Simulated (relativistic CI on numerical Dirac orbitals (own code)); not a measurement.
A reference radial Dirac CI calculation of Au⁵⁷⁺ gave the lowest total energy -15880.40563 Ha in 9 SCF steps, from this input:

```
atom Au  Z=79  charge=57  electrons=22
nucleus A=197  rms_radius_fm=5.4371
hamiltonian dirac-coulomb  breit=on  qed=on  c_scale=1
orbitals kli  potential=per-configuration
slater_scale 1
correlation none
mixing on
grid step=0.0125 r_max=2.3
scf mixing=0.4 start=green max_iterations=150 tolerance=2e-08 node_fill=0.05
configurations
  [Ar] 3d4
end
```

One setting was then changed, and the output read:

```
SCF 1: [Ar] 3d4
 iter      energy (Ha)   residual   last orbital (Ha)
    1    -15810.079007   6.31e+00   -293.27546
    2    -15873.579040   3.69e+00   -256.81697
    3    -15905.436923   1.17e-01   -211.16452
    4    -15905.489423   5.57e-02   -211.91318
    5    -15905.497789   2.83e-04   -211.32046
    6    -15905.497792   1.18e-04   -211.31882
    7    -15905.497794   1.18e-06   -211.31742
    8    -15905.497794   2.75e-08   -211.31743
    9    -15905.497794   1.69e-08   -211.31743
orbital energies (Ha): 2s -666.4888  2p1/2 -646.3290  2p3/2 -578.1985  3s -252.4663  3p1/2 -244.2247  3p3/2 -227.3386  3d3/2 -215.1433  3d5/2 -211.3174
configuration averages (Ha): Dirac-Coulomb, Breit, QED
  3d4                         -15905.497794   19.420565    0.000000
levels: no., configuration, term, J, E (cm-1), weight
   1 3d4                    3P   0                0.0  0.61
   2 3d4                    5D   1           715565.0  0.56
   3 3d4                    3F   4           819182.6  0.28
   4 3d4                    5D   2           856187.0  0.29
   5 3d4                    3F   3           884938.2  0.31
   6 3d4                    5D   2          1512062.8  0.56
   7 3d4                    5D   0          1513923.1  0.67
   8 3d4                    3H   4          1532873.3  0.40
   9 3d4                    5D   3          1554564.3  0.49
  10 3d4                    3H   5          1580106.6  0.66
  11 3d4                    1I   6          1602120.3  0.55
  12 3d4                    3D   1          1640276.4  0.44
  13 3d4                    3F   3          1661891.0  0.45
  14 3d4                    3G   4          1665314.4  0.53
lowest total energy -15895.120766 Ha
end: converged
```

Q: Which setting was changed?
A. Slater scale
B. QED terms
C. SCF tolerance
D. charge

A: B. The QED terms off.
